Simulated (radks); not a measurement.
The numbers below are computed, except where a source is named.
Coulomb parameter of the 4d shell of the ruthenium ion Ru+ in the model configuration [Kr] 4d5 5p2, as a second difference U = [E(n + 0.5) + E(n - 0.5) - 2 E(n)] / (0.5)^2 with all orbitals relaxed. "Bare": the charge of the atom changes with n. "Screened": the 5p shell takes up the change at fixed total charge, which measures U(4d,4d) + U(5p,5p) - 2 U(4d,5p). Code: a radial shooting solver on a logarithmic mesh with Libxc functionals. Model: Dirac Kohn-Sham, PBE, spin-unpolarised, spherical densities, point nucleus; open shells are shared between the two j in proportion to 2j + 1.

case	configuration	E - E(n) (eV)
start	[Kr] 4d5 5p2	0.000
bare +0.5	[Kr] 4d5.5 5p2	-9.033
bare -0.5	[Kr] 4d4.5 5p2	11.907
screened +0.5	[Kr] 4d5.5 5p1.5	-5.516
screened -0.5	[Kr] 4d4.5 5p2.5	6.237

U(bare) = 11.498 eV, U(screened by 5p) = 2.882 eV.
